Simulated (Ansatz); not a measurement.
Basis sets compared for PPAsAs tetrahedron (As2P2). Total charge 0; singlet. Geometry r2SCAN-D4/def2-SVP. Ansatz on 4 threads of Arm Neoverse V2 on a shared host; times are rough, and most runs start from earlier orbitals.

Cartesian coordinates in Å:
```
P 0.653 -0.509 -1.110
P -1.137 -0.768 0.181
As -0.382 1.395 -0.250
As 0.867 -0.118 1.178
```

Binding counts from free atoms (P quartet, As quartet) in the same basis, without a counterpoise term.

| level | functions | energy (Eh) | HOMO (eV) | LUMO (eV) | binding per atom (eV) | wall time |
| --- | --- | --- | --- | --- | --- | --- |
| PBE-D4/def2-SVP | 100 | -5152.8125 | -6.30 | -1.79 | 3.04 | 0.85 s |
| PBE0-D4/def2-SVP | 100 | -5152.9847 | -7.32 | -1.10 | 2.81 | 1.3 s |

(1) Estimate the rows for PBE-D4/def2-TZVP (with forces), PBE0-D4/def2-TZVP.

Answers

(1) 
```json
{"level": "PBE-D4/def2-TZVP (with forces)", "functions": "170", "energy (Eh)": "-5153.6082", "HOMO (eV)": "-6.25", "LUMO (eV)": "-1.82", "binding per atom (eV)": "3.14", "wall time": "1.8 s"}
{"level": "PBE0-D4/def2-TZVP", "functions": "170", "energy (Eh)": "-5153.7793", "HOMO (eV)": "-7.22", "LUMO (eV)": "-1.09", "binding per atom (eV)": "2.93", "wall time": "2.8 s"}
```
